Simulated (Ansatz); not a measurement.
Noncovalent pair: H4Sn (SMILES [SnH4]) (first 5 atoms) with CH4 (SMILES C); geometry from B3LYP-D3(BJ)/def2-TZVP.
(charge 0, multiplicity 1):
```
atom    x (Å)    y (Å)    z (Å)
----  -------  -------  -------
Sn     0.1336   0.1521  -0.0877
H     -1.2914   0.9323   0.4394
H      0.0729  -1.5006   0.3389
H      0.2617   0.2942  -1.7866
H      1.4919   0.8835   0.6450
C     -0.1323  -0.1510   3.7904
H      0.8442   0.2613   3.5399
H     -0.2186  -0.2470   4.8718
H     -0.9131   0.5132   3.4223
H     -0.2420  -1.1321   3.3300
```

Basis-set superposition error: the interaction energy with monomers in their own basis, and in the dimer's basis (counterpoise).

Run with Ansatz (a program for electronic structure) with Gaussian orbitals.  In def2 rows elements past Kr take small-core potentials, without spin–orbit coupling.

```json
[
 {"level": "HF/def2-SVPD", "uncorrected (kJ/mol)": "2.2", "counterpoise (kJ/mol)": "2.7", "difference": "0.5"},
 {"level": "SVWN5/def2-TZVPPD", "uncorrected (kJ/mol)": "-6.5", "counterpoise (kJ/mol)": "-6.3", "difference": "0.2"},
 {"level": "PBE/def2-TZVPPD", "uncorrected (kJ/mol)": "-0.9", "counterpoise (kJ/mol)": "-0.8", "difference": "0.1"},
 {"level": "revPBE/def2-TZVPPD", "uncorrected (kJ/mol)": "3.0", "counterpoise (kJ/mol)": "3.2", "difference": "0.1"},
 {"level": "B3LYP/def2-TZVPPD", "uncorrected (kJ/mol)": "2.1", "counterpoise (kJ/mol)": "2.2", "difference": "0.1"},
 {"level": "PBE0/def2-TZVPPD", "uncorrected (kJ/mol)": "-0.8", "counterpoise (kJ/mol)": "-0.7", "difference": "0.1"},
 {"level": "wB97X-V/def2-TZVPPD", "uncorrected (kJ/mol)": "-4.1", "counterpoise (kJ/mol)": "-4.0", "difference": "0.1"},
 {"level": "CCSD/def2-SVPD", "uncorrected (kJ/mol)": "-4.4", "counterpoise (kJ/mol)": "-1.7", "difference": "2.7"},
 {"level": "CCSD/def2-TZVPPD", "uncorrected (kJ/mol)": "-3.1", "counterpoise (kJ/mol)": "-2.2", "difference": "0.8"},
 {"level": "CCSD(T)/def2-SVPD", "uncorrected (kJ/mol)": "-5.2", "counterpoise (kJ/mol)": "-2.4", "difference": "2.9"}
]
```

The error is largest for CCSD(T)/def2-SVPD (2.9 kJ/mol) and smallest for PBE0/def2-TZVPPD (0.1 kJ/mol).
